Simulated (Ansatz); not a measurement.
Cost and result for the atomization energy of CH$_{8}$OSi$_{2}$ (`OC([SiH3])[SiH3]`) (12 atoms, 11 bonds).

Z-matrix (Å, degrees):
```
C
Si 1 1.888
Si 1 1.891 2 112.6
O 1 1.432 2 107.2 3 -122.7
H 1 1.102 2 106.4 3 118.2
H 2 1.485 1 110.2 3 60.8
H 2 1.488 1 107.9 3 -58.4
H 2 1.486 1 110.5 3 -178.0
H 3 1.492 1 107.7 2 -170.5
H 3 1.486 1 110.9 2 -51.9
H 3 1.487 1 110.8 2 70.2
H 4 0.962 1 108.9 2 178.3
```

Charge 0, multiplicity 1. Geometry: relaxed with PBE0-D4/def2-TZVP. It is one conformer, not always the lowest. Program: Ansatz. All runs use 4 threads of an Intel Xeon Platinum 8488C on a shared host. Times are those of one run each, without the atoms' runs, and a repeat can differ threefold. Electronic energies, without spin–orbit coupling; frozen cores. CCSD(T)/CBS adds CCSD(T) − MP2 in def2-TZVPP to the MP2 limit, and its time is that of the two runs behind it. T1 = 0.012. B3LYP takes the VWN-RPA correlation (the form of Gaussian; ORCA's B3LYP/G). HSE06 is the plane-wave form, built on full-range PBE exchange.

CCSD(T)/CBS is a level of theory with its own doubt, some kJ/mol a heavy atom from the limit and from the frozen cores, so smaller differences don't rank the functionals.

| level | functions | wall time | atomization (kJ/mol) | difference from CCSD(T)/CBS | per bond |
| --- | --- | --- | --- | --- | --- |
| revPBE-D4/def2-TZVPP | 258 | 1.6 s | 3808.0 | -77.2 | -7.0 |
| BHLYP-D4/def2-TZVPP | 258 | 2.1 s | 3796.5 | -88.7 | -8.1 |
| HSE06-D4/def2-TZVPP | 258 | 2.3 s | 3840.0 | -45.2 | -4.1 |
| CAM-B3LYP-D4/def2-TZVPP | 258 | 2.4 s | 3891.8 | 6.6 | 0.6 |
| CCSD(T)/def2-SVP | 104 | 2.4 s | 3637.6 | -247.6 | -22.5 |
| r2SCAN-D4/def2-TZVPP (with forces) | 258 | 2.9 s | 3871.4 | -13.8 | -1.3 |
| r2SCANh-D4/def2-TZVPP | 258 | 3.1 s | 3853.6 | -31.6 | -2.9 |
| B3LYP-D4/def2-TZVPP (with forces) | 258 | 3.3 s | 3873.0 | -12.2 | -1.1 |
| ωB97X-V/def2-TZVPP | 258 | 5.5 s | 3900.6 | 15.4 | 1.4 |
| ωB97M-V/def2-TZVPP (with forces) | 258 | 7 s | 3885.8 | 0.6 | 0.1 |
| MP2/def2-QZVPP | 494 | 16 s | 3849.8 | -35.4 | -3.2 |
| CCSD(T)/def2-TZVPP | 258 | 64 s | 3784.1 | -101.1 | -9.2 |
| CCSD(T)/CBS(def2) | – | 79 s | 3885.2 | 0.0 | 0.0 |

From BLYP to BHLYP (50 % exact exchange), in def2-TZVPP and without D4, the atomization energy moves by −27.0 kJ/mol: exact exchange takes away binding that semilocal exchange gives to molecules. In def2-TZVPP, CCSD(T) changes the Hartree–Fock value by +925.4 kJ/mol (the triples alone add +42.8 kJ/mol) and MP2 by +930.8 kJ/mol; breaking electron pairs costs correlation energy, which Hartree–Fock lacks. Leaving LDA and LC-ωPBE aside and taking each functional with its dispersion term where it has one, the values spread over 104.1 kJ/mol, from BHLYP-D4 to ωB97X-V. LDA lies +502.4 kJ/mol from PBE without D4, its usual overbinding.
